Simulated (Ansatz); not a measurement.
`S[CH2][ZnH]` + CH₃OH → `C[O][ZnH]` + CH₃SH at 600 K and 1 bar (ligand exchange at a Zn–C bond).

Gas-phase electronic energies from Ansatz, PBE0-D4/def2-TZVP geometries. CCSD(T)/CBS adds triple-zeta CCSD(T) − MP2 to the extrapolated MP2 energy (def2 sets, frozen cores). This one scheme is used for every species. For Zn outer-core shells are correlated without core-valence functions, which leaves a few kJ/mol of doubt a bond. Scalar relativity is left out up to krypton. One conformer a species, not always the lowest.

```tsv
species	CCSD(T)/CBS energy (Eh)	H − E (kJ/mol)	S (J/(mol·K))
`S[CH2][ZnH]`	-2216.58625	154.9	375.7
CH₃OH	-115.61712	163.6	277.3
`C[O][ZnH]`	-1893.99751	165.3	357.2
CH₃SH	-438.22835	152.3	296.8
```

H − E and S are ideal-gas, rigid-rotor, harmonic terms from PBE0-D4/def2-TZVP, for one conformer and one mirror image of each species. 1 Eh = 2625.50 kJ/mol, R = 8.31446 J/(mol·K).

**Question.** By hand: ΔE, ΔH, ΔS and ΔG.

**Answer.** ΔE = (-1893.99751) + (-438.22835) − (-2216.58625) − (-115.61712) = -0.02249 Eh = -59.0 kJ/mol. Δ(H − E) = 165.3 + 152.3 − 154.9 − 163.6 = -0.9, so ΔH = -59.9 kJ/mol. ΔS = 357.2 + 296.8 − 375.7 − 277.3 = 1.0 J/(mol·K). ΔG = -59.9 − 600 × (1.0)/1000 = -60.5 kJ/mol.

**Question.** By hand: the equilibrium constant, and the temperature at which ΔG would vanish if ΔH and ΔS stayed fixed.

**Answer.** log₁₀ K = −ΔG/(RT ln 10) = 5.3. ΔH and −TΔS have one sign here, so there is no such temperature. One of them is within its doubt of zero, so this could turn.

The number of gas molecules stays the same, so ΔS is small and ΔH decides. A doubt of 5 kJ/mol in ΔE shifts log₁₀ K by 0.4 here. Other conformers and mirror images would add mixing entropy, several J/(mol·K) or more a flexible species. These are equilibria of isolated gas molecules and say nothing of rates. Largest T1 diagnostic: 0.017 (customary marks: 0.02 for closed shells, 0.045 for open ones).
